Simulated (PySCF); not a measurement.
## Excitation energy of Lu by level of theory

Lu [Xe] 4f14 5d1 6s2 (2D) → Lu [Xe] 4f14 6s2 6p1 (2P), as a difference of total energies. Computed with PySCF 2.14 in x2c-TZVPPall (11s7p7d2f2g, 99 functions), with scalar relativity by spin-free X2C-1e. Correlated levels: valence: [Kr] 4d10 frozen; valence and next inner shell: [Ar] 3d10 frozen. The calculations carry no spin-orbit coupling.

| method | excitation energy (eV) | error (eV) |
| --- | --- | --- |
| UHF | 0.145 | -0.496 |
| LDA | 1.037 | +0.396 |
| PBE | 0.919 | +0.278 |
| PBE0 | 0.789 | +0.148 |
| r2SCAN | 0.993 | +0.352 |
| B3LYP | 0.924 | +0.283 |
| BLYP | 1.008 | +0.367 |
| r2SCANh | 0.939 | +0.298 |
| MP2 (valence) | 0.543 | -0.098 |
| SCS-MP2 (valence) | 0.456 | -0.185 |
| MP2 (valence and next inner shell) | 0.583 | -0.058 |
| SCS-MP2 (valence and next inner shell) | 0.489 | -0.152 |

Reference: 0.641 eV (measured; NIST levels, between the centres of gravity of the two terms).

Errors of the correlated levels include the incompleteness of this basis and the frozen core.

The basis was made for the ground configuration and has no added diffuse functions, so the excitation energy can come out too high.
